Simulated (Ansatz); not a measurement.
Single points on AlSi4⁺.

```yaml
crystal:
  periodic: [false, false, false]
  atoms:
    - {symbol: Al, position_ang: [2.380413, 0.769164, -1.947289]}
    - {symbol: Si, position_ang: [-1.223217, 1.766331, 0.508044]}
    - {symbol: Si, position_ang: [0.010844, -2.158028, 0.481728]}
    - {symbol: Si, position_ang: [0.301203, 0.094315, -0.239733]}
    - {symbol: Si, position_ang: [-1.469234, -0.471781, 1.197250]}
basis:
  gaussian: {orbitals: def2-TZVP, initial_orbitals: start.molden}
total_charge: 1
hamiltonian: {xc: pbe, dispersion: d4}
scf: {omitted_lower_state_checks: [starts]}
output: {forces: true, orbitals: {seedname: orbitals}}
```

The file start.molden holds the orbitals of an earlier run on this structure, at another level or in another basis.

```sh
$ ansatz run in.yaml --threads 4 --pin off --events-out ev --progress --plain --max-ram 4787MiB
```

Shortened log:

```
Functional definition: PBE
1267 factors; their error is unknown
mean field evaluation 1: about -38079.7663 eV, gradient 1.3e1 eV
mean field evaluation 2: about -38079.8806 eV, gradient 1.9e-1 eV
mean field evaluation 4: about -38079.8542 eV, gradient 6.3e-4 eV
mean field -38079.85423453 eV, -1399.4088316667 hartree, gradient 2.3e-5 eV, S^2 0.000000; 0 other end points of the search recorded, 0 dependent functions left out
reference -38079.85427320 eV, -1399.4088330879 hartree; 34, 34 occupied and 151, 151 virtual orbitals, 1267 factors
Total energy: -38080.18638428 eV, -1399.4210379450 hartree
Atom 0 at     2.380413     0.769164    -1.947289 Å, force    -0.004405    -0.001647     0.004032 eV/Å
Atom 1 at    -1.223217     1.766331     0.508044 Å, force     0.045823    -0.164279     0.003374 eV/Å
Atom 2 at     0.010844    -2.158028     0.481728 Å, force    -0.056305     0.160918     0.005455 eV/Å
Atom 3 at     0.301203     0.094315    -0.239733 Å, force    -0.118426    -0.037517     0.095066 eV/Å
Atom 4 at    -1.469234    -0.471781     1.197250 Å, force     0.133313     0.042526    -0.107927 eV/Å
Dipole moment:     0.711519     0.229406    -0.581824 e Å
Checks for a lower state left out: starts
```

It took 2 s on 4 threads of Arm Neoverse V1 on a shared host.

As the first input, with `hamiltonian: {xc: {name: PBE-QIDH}}` and without the key `output` (abridged; 4.9 s):

```
Functional definition: PBE-QIDH
mean field -38065.33156033 eV, -1398.8751332337 hartree, gradient 2.8e-6 eV, S^2 0.000000
25 core orbitals not correlated: weight in the atoms' cores, before any rotation towards them, 1.000 or more for the frozen orbitals, at most 0.000 for the correlated occupied ones
second order -14.95332890 eV of doubles, -0.00000000 eV of singles
Total energy: -38070.31601502 eV, -1399.0583085651 hartree
Checks for a lower state left out: starts
```

As the first input, with `gaussian: {orbitals: def2-SVP, initial_orbitals: start.molden}`, `hamiltonian: {xc: pbe0, dispersion: d4}`, `output: {orbitals: {seedname: orbitals}}` (abridged; 1 s):

```
Functional definition: PBE0
mean field -38069.57881668 eV, -1399.0312170255 hartree, gradient 2.8e-5 eV, S^2 0.000000
Total energy: -38069.86955527 eV, -1399.0419014718 hartree
Checks for a lower state left out: starts
```

First input, but with `gaussian: {orbitals: def2-SVP, initial_orbitals: start.molden}`, `output: {orbitals: {seedname: orbitals}}` (abridged; 0.85 s):

```
Functional definition: PBE
mean field -38066.62913461 eV, -1398.9228182090 hartree, gradient 8.8e-6 eV, S^2 0.000000
Total energy: -38066.96128395 eV, -1398.9350244721 hartree
Checks for a lower state left out: starts
```

Geometry: PBE-D4/def2-SVP.

Correlated methods freeze 25 core orbitals. The restricted singlet is unstable towards broken spin symmetry in Hartree–Fock (as tested in another run); at PBE-D4/def2-TZVP, PBE-QIDH/def2-TZVP, PBE0-D4/def2-SVP, PBE-D4/def2-SVP this wasn't settled. Another isomer (singlet) lies 0.06 eV lower at PBE-D4/def2-TZVP; other spin states weren't run for this one.
